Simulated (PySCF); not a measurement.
# UHF on Sb (antimony, neutral)

Configuration: [Kr] 4d10 5s1 5p3 6s1, high-spin 6S determinant (an excited configuration). Computed with PySCF 2.14 in dyall-av2z, with no relativity, point nucleus.

| Property | Result |
| --- | --- |
| Total energy | -6313.146871 hartree |
| One-electron energy | -8685.9378 hartree |
| Hartree (Coulomb) energy | 2536.6042 hartree |
| Exchange energy | -163.8133 hartree |
| Kinetic energy | 6313.25458 hartree |
| ⟨S²⟩ | 8.7534 |
| ⟨L²⟩ | 0.000 |
| Sum of ⟨r⟩ | 39.91 bohr |
| Sum of ⟨r²⟩ | 89.03 bohr² |
| Density at the nucleus (Gaussians lack the cusp) | 93000 bohr⁻³ |
| Spin density at the nucleus | 22.1 bohr⁻³ |
| Langevin diamagnetic susceptibility | -70.5 ×10⁻⁶ cm³/mol |

| shell | electrons | mean orbital energy (eV) | rms radius, mean of both spins (bohr) |
| --- | --- | --- | --- |
| 1s α | 1 | -29545.1 | 0.0345 |
| 1s β | 1 | -29544.8 | 0.0345 |
| 2s α | 1 | -4487.9 | 0.139 |
| 2s β | 1 | -4487.7 | 0.139 |
| 2p α | 3 | -4195.3 | 0.121 |
| 2p β | 3 | -4195.1 | 0.121 |
| 3s α | 1 | -920.01 | 0.365 |
| 3s β | 1 | -919.59 | 0.365 |
| 3p α | 3 | -796.75 | 0.359 |
| 3p β | 3 | -796.40 | 0.359 |
| 3d α | 5 | -570.57 | 0.331 |
| 3d β | 5 | -570.45 | 0.331 |
| 4s α | 1 | -169.93 | 0.873 |
| 4s β | 1 | -168.94 | 0.873 |
| 4p α | 3 | -125.86 | 0.924 |
| 4p β | 3 | -125.14 | 0.924 |
| 4d α | 5 | -50.753 | 1.10 |
| 4d β | 5 | -50.150 | 1.10 |
| 5s α | 1 | -23.643 | 2.42 |
| 5p α | 3 | -12.931 | 2.89 |
| 6s α | 1 | -2.844 | 6.10 |

A non-relativistic calculation at this Z misses sizeable relativistic shifts. The outer electron is Rydberg-like, and this basis confines it to a smaller radius and binds it less than a complete one would.

Spin-orbit constants ζ (cm⁻¹) from the X2C one-electron operator on these orbitals (non-relativistic here): bare nucleus, nucleus screened by l(l+1)(2l+1)/3 electrons, and screened by the Breit-Pauli mean field of the electrons.

```tsv
shell	bare	screened nucleus	mean field
2p	1155000	1109000	1087000
3p	210700	202400	197400
3d	37260	29950	28850
4p	36830	35390	34420
4d	4673	3757	3543
5p	3045	2926	2837
```
